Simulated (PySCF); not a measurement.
```xyz
4
charge 0 multiplicity 2, angstrom
I    -0.0002   -0.4410    0.0000
S    -2.2431   -0.2588    0.0000
S     1.1217    1.0048    1.4856
S     1.1217    1.0048   -1.4856
```

Method: UPBE0 in PySCF with I def2-SVP with ECP28, S def2-SVP; scalar-relativistic core potentials, no spin–orbit coupling; density-fitted integrals.

This geometry of IS₃ is a stationary point at this level.

Q: What is the point group?

A: Cs.

Q: Is it a minimum?

A: Yes: all harmonic wavenumbers are real.

Q: Which band is strongest in the infrared?

A: 456 cm⁻¹ (a'), 49 km/mol.

Q: Give the atomic charges and bond orders.

A: 
```csv
atom,Mulliken,Löwdin,polar tensor,spin (Mulliken),Mayer order to I1
I1,0.72,0.74,0.80,-0.04,–
S2,-0.29,-0.30,-0.42,-0.05,1.37
"S3,4",-0.22,-0.22,-0.19,0.54,0.98
```
Other Mayer orders above 0.3: S–S 0.48.

Q: What is the atomisation energy, with and without zero-point energy?

A: 388 kJ/mol without, 378 kJ/mol with.

Only a few start shapes were tried, so a lower isomer may exist. Spin–orbit coupling, left out here, can matter for elements this heavy.
